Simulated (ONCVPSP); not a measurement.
## Pseudopotentials across the periodic table

Generated with ld1.x 7.5 (TM, RRKJ, ultrasoft, PAW), atompaw 4.2 or ONCVPSP 4.0.1. The cutoff is in Ry: for ld1.x and atompaw files where the sum of valence levels is converged to 10 mRy in a Bessel basis, for ONCV files where the hardest occupied wave has 1 mHa per electron of residual kinetic energy. The error is the largest all-electron minus pseudo excitation energy over each file’s own four to seven test configurations (ionisations up to +4, promotions, holes and added fractions of an electron), all of which were solved. The labels leave out finer settings (local radius, basis sizes, second energies), which also bear on the numbers. Spin-polarised tests are not counted. The rows are a selection from randomly drawn settings: files with unsolved tests, undetermined cutoffs or missed reference levels are left out.

A true bound ghost makes a file unfit for plane-wave use even where its test errors are small: the radial tests pick states by their node count and pass the ghost by.

| element | potential | cutoff (Ry) | largest error (meV) | bound ghosts |
| --- | --- | --- | --- | --- |
| He | ONCV, PBE, fully relativistic, rc 0.65/0.65 (sp), local smoothed, core correction no, reference 1s2, qcut 12.8/11.9, projectors 2/2 | 130 | +10 | none |
| N | ONCV, PBE, scalar-relativistic, rc 1.00/2.20/2.35 (spd), local smoothed, core correction yes, reference 2s1 2p4, qcut 5.3/6.3/4.2, projectors 2/2/2 | 211 | +909 | d |
| Ge | ONCV, BLYP, scalar-relativistic, rc 1.15/1.10/1.10 (spd), local smoothed, core correction yes, reference 3s2 3p6 3d10 4s2 4p2, qcut 13.6/14.7/13, projectors 2/2/1 | 152 | -6.6 | none |
| Pd | ONCV, PBE, scalar-relativistic, rc 1.45/1.40/1.85 (spd), local smoothed, core correction yes, reference 4s2 4p6 4d9 5s1, qcut 10.9/10.4/8.4, projectors 2/2/2 | 66 | -83 | none |
| Lu | ONCV, PBE, scalar-relativistic, rc 2.15/2.15/3.45/0.90 (spdf), local smoothed, core correction no, reference 4f14 5s2 5p6 5d1 6s1, qcut 4.6/5.1/5.1/16.1, projectors 2/3/2/2 | 251 | +59 | s, p, d |

Task: Fill in the row for Be: ONCV, LDA (Perdew-Wang 92), scalar-relativistic, rc 0.65/0.60/0.60 (spd), local smoothed, core correction no, reference 1s2 2s2, qcut 21.7/16.6/17.1, projectors 2/3/3.

Result: cutoff 308 Ry, largest error +3.5 meV, bound ghosts: none.

Task: Fill in the row for Eu: ONCV, LDA (Perdew-Zunger), scalar-relativistic, rc 2.05/2.45/2.30 (spd), local smoothed, core correction yes, reference 5s2 5p6 5d1 6s1.75, qcut 7.7/6.1/4.8, projectors 2/2/2.

Result: cutoff 31 Ry, largest error -20 meV, bound ghosts: none.

Task: Fill in the row for He: ONCV, PBE, fully relativistic, rc 0.70/0.65 (sp), local smoothed, core correction no, reference 1s2, qcut 12/14.4, projectors 2/2.

Result: cutoff 127 Ry, largest error +12 meV, bound ghosts: none.
